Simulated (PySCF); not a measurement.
# From computed data to an observable: chemical shift, span and skew from a shielding tensor

Ge(F)(Br)2(NH2) (Br2FGeH2N), SMILES [NH2][Ge]([F])([Br])[Br]. Atoms are numbered in the order given.

```xyz
7

N      2.1810    -0.3743     0.5417
Ge     0.3698    -0.1902     0.4418
F     -0.2814    -0.6259     2.0021
Br    -0.1184     2.0166     0.0206
Br    -0.7306    -1.5739    -1.0559
H      2.4885    -1.3509     0.4506
H      2.6617     0.1944    -0.1660
```

Geometry optimised at PBE-D3(BJ)/def2-SVP. Other conformers were not sampled.

GIAO shieldings from B3LYP/pcSseg-1 run with PySCF, non-relativistic, no solvent. The symmetric part of the tensor of N1 has the principal values 147.9, 165.3, 248.3 ppm. The same nucleus in NH3 has σ = 265.5 ppm at this level (PySCF, at its B3LYP-D3(BJ)/def2-TZVP geometry). Without spin–orbit terms, shifts of atoms bonded to Cl or Br come out too high.

Question: Work out the isotropic shielding, the ¹⁵N shift against NH3, the span and the skew.

Answer: 
σ(iso) = (σ11 + σ22 + σ33)/3 = 187.2 ppm. δ = σ(ref) − σ(iso) = 265.5 − (187.2) = 78.3 ppm.
Span Ω = σ33 − σ11 = 100.4 ppm. Skew κ = 3(σ(iso) − σ22)/Ω = 0.65. Tumbling in solution averages the tensor to δ; in a static solid the shielding alone would spread this spin-1/2 line over Ω.
